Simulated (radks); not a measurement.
Q: All-electron atom: La2.25+ in [Kr] 4d10 5s2 5p5.75 5d1 (fractional occupations, a model configuration). All-electron calculation, Dirac Kohn-Sham, PBEsol, spin-unpolarised, spherical densities, point nucleus; open shells are shared between the two j in proportion to 2j + 1. Program: a radial shooting solver on a logarithmic mesh with Libxc functionals.

Spin-orbit splittings of the eigenvalues, e(l+1/2) - e(l-1/2), with zeta = 2 splitting/(2l+1) and mean radii in bohr:

shell  occ.  splitting (eV)  zeta (eV)  <r> j=l-1/2  <r> j=l+1/2
2p        6           412.8      275.2      0.08993      0.09603
3p        6           80.45      53.63       0.2748       0.2868
3d       10           17.22      6.887       0.2578       0.2616
4p        6               ?          ?       0.6746       0.7017
4d       10           2.981      1.192       0.7619       0.7716
5p     5.75           2.604      1.736        1.725        1.799
5d        1          0.2652     0.1061        2.484        2.516

Estimate the 4p splitting.

A: 17.17 eV (zeta = 11.44 eV).
